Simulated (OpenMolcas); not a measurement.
## d1 ions of charge +5 down a group with 6 fluoride ligands in octahedral coordination

* Program: OpenMolcas
* Method: CASSCF
* Spin-orbit coupling: RASSI with atomic mean-field integrals over the reference wave functions

The d shell is active. Anionic complexes are neutralised by point charges behind the ligands. Distances were set from a Shannon-type radius of the metal (high-spin where two are listed) plus a fixed donor radius (F 1.31 Å). Ligand basis ANO-RCC-VDZP, DKH2 Hamiltonian. States (labels of O, the rotations of Oh). Energies in cm-1 above the lowest state or level, χT in cm3 K/mol; under a threefold ground state the first gap can be a small split of the lowest multiplet, not the spin-orbit step; 10Dq is the gap between the two states. Spin-only χT is S(S+1) / 2 for the spin of the ground state.

```csv
Ion,Shell,R (Å),Metal basis,Outer charge (e at Å behind ligand),Ground state,First state of that spin,10Dq,First gap with spin-orbit (degeneracies),χT at 300 K,Spin-only χT
Mo5+,4d1,1.92,ANO-RCC-VTZP,0.17 at 2.8,2T2,2E 34552,34552,"1249 (4, 2)",0.118,0.375
W5+,5d1,1.93,ANO-RCC-VDZP,0.17 at 3.2,2T2,2E 39846,39846,"4931 (4, 2)",0.034,0.375
```

The rows also differ in their metal basis and outer charges, so part of each step comes from that.

|10Dq| changes by a factor of 39846 / 34552 = 1.15 from Mo5+ to W5+.

χT departs most from the spin-only value for W5+, by -0.341 cm3 K/mol.

An orbital triplet at a regular site is open to Jahn-Teller coupling, which can distort the site and quench the lowest spin-orbit gaps and is left out. With metal d orbitals alone the field can be off either way by tens of per cent. Ligand-to-metal charge-transfer states are missing. The least metal-like active orbital is 74 % on the metal (Löwdin) and no ligand orbital is active, so the numbers are rough (holds for Mo5+). The least metal-like active orbital is 72 % on the metal (Löwdin) and no ligand orbital is active, so the numbers are rough (holds for W5+). No measured value stands beside these numbers; the geometry is a model, was not optimised and need not be the one that this ion takes.
